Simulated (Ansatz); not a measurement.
Level of theory: r2SCAN-D4/def2-SVP (Ansatz, a program for electronic structure). No frequencies were computed at this level.

Ansatz 0.2 input:
```yaml
crystal:
  periodic: [false, false, false]
  atoms:
    - { symbol: W, position_ang: [-0.076376, 0.028356, -0.079] }
    - { symbol: N, position_ang: [-0.931064, 1.842864, -0.382157] }
    - { symbol: H, position_ang: [-1.782842, 2.139982, -0.862941] }
    - { symbol: H, position_ang: [-0.506354, 2.704804, -0.026197] }
    - { symbol: N, position_ang: [1.485274, 0.802511, 0.934794] }
    - { symbol: H, position_ang: [1.552043, 0.974716, 1.942873] }
    - { symbol: H, position_ang: [2.374376, 1.13741, 0.550126] }
    - { symbol: N, position_ang: [-1.688149, -0.60729, -1.105049] }
    - { symbol: H, position_ang: [-1.902698, -1.58003, -1.34541] }
    - { symbol: H, position_ang: [-2.462789, -0.06219, -1.497713] }
    - { symbol: C, position_ang: [1.363887, 0.172185, -1.831104] }
    - { symbol: H, position_ang: [0.926817, -0.222308, -2.762382] }
    - { symbol: H, position_ang: [2.316388, -0.365947, -1.720563] }
    - { symbol: H, position_ang: [1.65178, 1.208036, -2.074124] }
    - { symbol: C, position_ang: [0.461317, -2.171371, -0.01002] }
    - { symbol: H, position_ang: [0.617645, -2.652225, -0.989102] }
    - { symbol: H, position_ang: [-0.268114, -2.821891, 0.498885] }
    - { symbol: H, position_ang: [1.407454, -2.34596, 0.533279] }
    - { symbol: C, position_ang: [-0.915421, -0.262195, 2.013141] }
    - { symbol: H, position_ang: [-1.09623, 0.686541, 2.544035] }
    - { symbol: H, position_ang: [-0.30086, -0.857999, 2.703178] }
    - { symbol: H, position_ang: [-1.894078, -0.768141, 2.003495] }
basis:
  gaussian: { orbitals: def2-svp }
hamiltonian:
  xc: r2scan
  dispersion: d4
relax:
  max_steps: 150
```

Output:

```
Functional definition: r2SCAN
2167 factors; their error is unknown
mean field evaluation 1: about -9604.4753 eV, gradient 1.3e2 eV
mean field evaluation 2: about -9415.4000 eV, gradient 2.8e2 eV
mean field evaluation 4: about -9641.2326 eV, gradient 1.9e1 eV
mean field evaluation 8: about -9642.1093 eV, gradient 9.6e-1 eV
mean field evaluation 16: about -9642.0231 eV, gradient 2.1e-3 eV
mean field -9642.02309594 eV, -354.3378131777 hartree, gradient 6.7e-5 eV, S^2 0.000000; 0 other end points of the search recorded, 0 dependent functions left out
reference -9642.02312048 eV, -354.3378140795 hartree; 34, 34 occupied and 157, 157 virtual orbitals, 2167 factors
relax step   1: F+E_penalty+E_count = -9642.18201031 eV  Δ(F+E_penalty+E_count) = +0.000e0 eV  max|allowed force component| = 1.137e0 eV/Å  Δτ_max = 0.0000 Å  (34 SCF iters, accepted)
these checks for a lower state are left out or cut short: starts, cluster_reference, orbital_swaps, neighbouring_geometries, increment
2167 factors; their error is unknown
mean field -9642.51174412 eV, -354.3557706672 hartree, gradient 1.3e-5 eV, S^2 0.000000; 0 other end points of the search recorded, 0 dependent functions left out
reference -9642.51176914 eV, -354.3557715867 hartree; 34, 34 occupied and 157, 157 virtual orbitals, 2167 factors
relax step   2: F+E_penalty+E_count = -9642.67409535 eV  Δ(F+E_penalty+E_count) = -4.921e-1 eV  max|allowed force component| = 9.566e-1 eV/Å  Δτ_max = 0.1949 Å  (41 SCF iters, accepted)
these checks for a lower state are left out or cut short: starts, cluster_reference, orbital_swaps, neighbouring_geometries, increment
2167 factors; their error is unknown
mean field evaluation 32: about -9642.7938 eV, gradient 1.8e-2 eV
mean field -9642.70934998 eV, -354.3630325486 hartree, gradient 1.6e-5 eV, S^2 0.000000; 0 other end points of the search recorded, 0 dependent functions left out
reference -9642.70937531 eV, -354.3630334795 hartree; 34, 34 occupied and 157, 157 virtual orbitals, 2167 factors
relax step   3: F+E_penalty+E_count = -9642.87296649 eV  Δ(F+E_penalty+E_count) = -1.989e-1 eV  max|allowed force component| = 7.221e-1 eV/Å  Δτ_max = 0.1909 Å  (42 SCF iters, accepted)
these checks for a lower state are left out or cut short: starts, cluster_reference, orbital_swaps, neighbouring_geometries, increment
2167 factors; their error is unknown
mean field -9642.79821979 eV, -354.3662984541 hartree, gradient 1.7e-5 eV, S^2 0.000000; 0 other end points of the search recorded, 0 dependent functions left out
reference -9642.79824503 eV, -354.3662993814 hartree; 34, 34 occupied and 157, 157 virtual orbitals, 2167 factors
relax step   4: F+E_penalty+E_count = -9642.96169047 eV  Δ(F+E_penalty+E_count) = -8.872e-2 eV  max|allowed force component| = 8.046e-1 eV/Å  Δτ_max = 0.1961 Å  (41 SCF iters, accepted)
these checks for a lower state are left out or cut short: starts, cluster_reference, orbital_swaps, neighbouring_geometries, increment
2167 factors; their error is unknown
mean field -9642.83089703 eV, -354.3674993203 hartree, gradient 1.3e-5 eV, S^2 0.000000; 0 other end points of the search recorded, 0 dependent functions left out
reference -9642.83092225 eV, -354.3675002472 hartree; 34, 34 occupied and 157, 157 virtual orbitals, 2167 factors
relax step   5: F+E_penalty+E_count = -9642.99404018 eV  Δ(F+E_penalty+E_count) = -3.235e-2 eV  max|allowed force component| = 5.996e-1 eV/Å  Δτ_max = 0.0896 Å  (35 SCF iters, accepted)
these checks for a lower state are left out or cut short: starts, cluster_reference, orbital_swaps, neighbouring_geometries, increment
2167 factors; their error is unknown
mean field -9642.83131650 eV, -354.3675147354 hartree, gradient 1.5e-5 eV, S^2 0.000000; 0 other end points of the search recorded, 0 dependent functions left out
reference -9642.83134156 eV, -354.3675156563 hartree; 34, 34 occupied and 157, 157 virtual orbitals, 2167 factors
relax step   6: F+E_penalty+E_count = -9642.99442990 eV  Δ(F+E_penalty+E_count) = -3.897e-4 eV  max|allowed force component| = 4.779e-1 eV/Å  Δτ_max = 0.2000 Å  (40 SCF iters, accepted)
these checks for a lower state are left out or cut short: starts, cluster_reference, orbital_swaps, neighbouring_geometries, increment
2167 factors; their error is unknown
mean field evaluation 64: about -9642.8360 eV, gradient 1.0e-3 eV
mean field -9642.83603250 eV, -354.3676880455 hartree, gradient 1.1e-5 eV, S^2 0.000000; 0 other end points of the search recorded, 0 dependent functions left out
reference -9642.83605709 eV, -354.3676889490 hartree; 34, 34 occupied and 157, 157 virtual orbitals, 2167 factors
relax step   7: F+E_penalty+E_count = -9642.99902405 eV  Δ(F+E_penalty+E_count) = -4.594e-3 eV  max|allowed force component| = 2.584e-1 eV/Å  Δτ_max = 0.1998 Å  (35 SCF iters, accepted)
these checks for a lower state are left out or cut short: starts, cluster_reference, orbital_swaps, neighbouring_geometries, increment
2167 factors; their error is unknown
mean field -9642.86626474 eV, -354.3687990595 hartree, gradient 2.1e-5 eV, S^2 0.000000; 0 other end points of the search recorded, 0 dependent functions left out
reference -9642.86628963 eV, -354.3687999743 hartree; 34, 34 occupied and 157, 157 virtual orbitals, 2167 factors
relax step   8: F+E_penalty+E_count = -9643.02931987 eV  Δ(F+E_penalty+E_count) = -3.030e-2 eV  max|allowed force component| = 2.683e-1 eV/Å  Δτ_max = 0.1559 Å  (33 SCF iters, accepted)
these checks for a lower state are left out or cut short: starts, cluster_reference, orbital_swaps, neighbouring_geometries, increment
2167 factors; their error is unknown
mean field -9642.87099845 eV, -354.3689730202 hartree, gradient 1.7e-5 eV, S^2 0.000000; 0 other end points of the search recorded, 0 dependent functions left out
reference -9642.87102333 eV, -354.3689739347 hartree; 34, 34 occupied and 157, 157 virtual orbitals, 2167 factors
relax step   9: F+E_penalty+E_count = -9643.03407831 eV  Δ(F+E_penalty+E_count) = -4.758e-3 eV  max|allowed force component| = 1.066e-1 eV/Å  Δτ_max = 0.0299 Å  (35 SCF iters, accepted)
these checks for a lower state are left out or cut short: starts, cluster_reference, orbital_swaps, neighbouring_geometries, increment
2167 factors; their error is unknown
mean field -9642.87188185 eV, -354.3690054849 hartree, gradient 1.7e-5 eV, S^2 0.000000; 0 other end points of the search recorded, 0 dependent functions left out
reference -9642.87190675 eV, -354.3690063999 hartree; 34, 34 occupied and 157, 157 virtual orbitals, 2167 factors
relax step  10: F+E_penalty+E_count = -9643.03498644 eV  Δ(F+E_penalty+E_count) = -9.081e-4 eV  max|allowed force component| = 2.342e-2 eV/Å  Δτ_max = 0.0130 Å  (36 SCF iters, accepted)
these checks for a lower state are left out or cut short: starts, cluster_reference, orbital_swaps, neighbouring_geometries, increment
2167 factors; their error is unknown
mean field -9642.87194003 eV, -354.3690076228 hartree, gradient 1.7e-5 eV, S^2 0.000000; 0 other end points of the search recorded, 0 dependent functions left out
reference -9642.87196493 eV, -354.3690085379 hartree; 34, 34 occupied and 157, 157 virtual orbitals, 2167 factors
relax step  11: F+E_penalty+E_count = -9643.03505072 eV  Δ(F+E_penalty+E_count) = -6.428e-5 eV  max|allowed force component| = 1.154e-2 eV/Å  Δτ_max = 0.0096 Å  (38 SCF iters, accepted)
these checks for a lower state are left out or cut short: starts, cluster_reference, orbital_swaps, neighbouring_geometries, increment
2167 factors; their error is unknown
mean field evaluation 96: about -9642.9608 eV, gradient 5.3e-1 eV
mean field -9642.87198845 eV, -354.3690094022 hartree, gradient 1.7e-5 eV, S^2 0.000000; 0 other end points of the search recorded, 0 dependent functions left out
reference -9642.87201335 eV, -354.3690103174 hartree; 34, 34 occupied and 157, 157 virtual orbitals, 2167 factors
relax step  12: F+E_penalty+E_count = -9643.03509475 eV  Δ(F+E_penalty+E_count) = -4.403e-5 eV  max|allowed force component| = 6.187e-3 eV/Å  Δτ_max = 0.0045 Å  (37 SCF iters, accepted)
2167 factors; their error is unknown
mean field -9642.87198845 eV, -354.3690094022 hartree, gradient 2.3e-5 eV, S^2 0.000000; 1 other end points of the search recorded, 0 dependent functions left out
reference -9642.87201335 eV, -354.3690103174 hartree; 34, 34 occupied and 157, 157 virtual orbitals, 2167 factors
Total energy: -9643.03511966 eV, -354.3750043634 hartree
Atom 0 at    -0.094679     0.108667    -0.081221 Å, force     0.006018    -0.001258     0.006187 eV/Å
Atom 1 at    -1.064003     1.785373    -0.471597 Å, force     0.000963     0.002518    -0.000132 eV/Å
Atom 2 at    -1.933565     1.944136    -0.976251 Å, force    -0.001755    -0.000965     0.000017 eV/Å
Atom 3 at    -0.676534     2.665654    -0.140388 Å, force    -0.000579    -0.001573    -0.001990 eV/Å
Atom 4 at     1.352023     1.115062     0.893444 Å, force    -0.002832    -0.001071    -0.003708 eV/Å
Atom 5 at     1.326224     1.377744     1.877817 Å, force     0.003062     0.000985     0.001968 eV/Å
Atom 6 at     2.170121     1.538849     0.457687 Å, force     0.000886     0.001985     0.001901 eV/Å
Atom 7 at    -1.705047    -0.531459    -1.102958 Å, force    -0.002534    -0.000469    -0.003382 eV/Å
Atom 8 at    -1.900971    -1.505061    -1.327319 Å, force     0.003778    -0.000241     0.002140 eV/Å
Atom 9 at    -2.457815     0.045970    -1.478247 Å, force    -0.000915     0.002468     0.001221 eV/Å
Atom 10 at     1.521121    -0.031030    -1.517769 Å, force    -0.001978     0.000977     0.000135 eV/Å
Atom 11 at     1.104875    -0.441569    -2.452184 Å, force     0.000398    -0.000757    -0.000454 eV/Å
Atom 12 at     2.358931    -0.664692    -1.193320 Å, force    -0.000357    -0.000677     0.000079 eV/Å
Atom 13 at     1.900656     0.983182    -1.733062 Å, force     0.000805     0.001320    -0.001191 eV/Å
Atom 14 at     0.166230    -2.080773    -0.176686 Å, force    -0.005894     0.000551    -0.003837 eV/Å
Atom 15 at     0.289649    -2.475464    -1.197755 Å, force    -0.000296    -0.001385    -0.000217 eV/Å
Atom 16 at    -0.621969    -2.651023     0.340210 Å, force    -0.000435    -0.000995    -0.000462 eV/Å
Atom 17 at     1.115032    -2.250516     0.366306 Å, force     0.005043    -0.001675     0.002871 eV/Å
Atom 18 at    -0.548199    -0.426957     1.968873 Å, force    -0.002629     0.000083    -0.002414 eV/Å
Atom 19 at    -0.655741     0.495346     2.566270 Å, force    -0.000696     0.000998     0.001456 eV/Å
Atom 20 at     0.204899    -1.073264     2.442055 Å, force     0.000174    -0.000172    -0.000914 eV/Å
Atom 21 at    -1.519234    -0.948313     1.974137 Å, force    -0.000227    -0.000647     0.000728 eV/Å
Dipole moment:    -0.219821     0.484972    -0.075229 e Å
```

Cost: around 4 core-minutes (rough).
